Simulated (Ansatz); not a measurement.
The cluster Li5Te3, relaxed as a doublet with UKS PBE-D4/def2-SVP in Ansatz, starting from the GFN2-xTB geometry. Force threshold 0.02 eV/Å.

In the def2 sets Te takes a core potential; there is no spin–orbit coupling. The relaxation made no stability test and no search for a lower SCF solution. Another isomer (doublet) lies 0.65 eV lower at PBE0-D4/def2-TZVP; other spin states weren't run for this one.

Start:

```csv
atom,x (Å),y (Å),z (Å)
Li1,1.471,1.254,-0.907
Li2,-1.143,1.152,-1.141
Li3,-0.308,0.692,2.008
Li4,-1.281,-1.686,-0.380
Li5,1.305,-1.552,0.110
Te6,0.409,-0.833,-2.470
Te7,-0.036,2.960,0.588
Te8,-0.416,-1.988,2.192
```

```
step  energy (eV)  largest force component (eV/Å)  SCF passes
   1  -22907.1783                           1.279          65
   2  -22907.4575                           0.379          54
   3  -22907.5638                           0.155          43
   4  -22907.6695                           0.324          36
   5  -22907.7183                           0.251          29
   6  -22907.7377                           0.150          26
   7  -22907.7472                           0.028          25
   8  -22907.7478                           0.012          21
   9  -22907.7482                           0.007          19
```

Force components are those of the run's own axes.

End:

```xyz
8

Li    1.592    1.593   -1.201
Li   -1.280    1.417   -1.132
Li   -0.281    0.631    1.843
Li   -1.346   -2.148   -0.433
Li    1.417   -1.716    0.324
Te    0.305   -0.644   -1.900
Te    0.118    2.845    0.497
Te   -0.526   -1.978    2.002
```

By distances, no bond broke or formed, bridged metal pairs apart. The bond that changes most is Li2–Te7, from 2.74 to 2.58 Å (atoms count from 1). Metal–metal contacts that move far: Li2–Li4 2.94 to 3.63 Å.

The force fell under the threshold at step 8, but the optimiser went on. No frequencies were taken in this run, so the end may be a saddle point.

It took 34 s on 4 threads of Arm Neoverse V1 on a shared host.
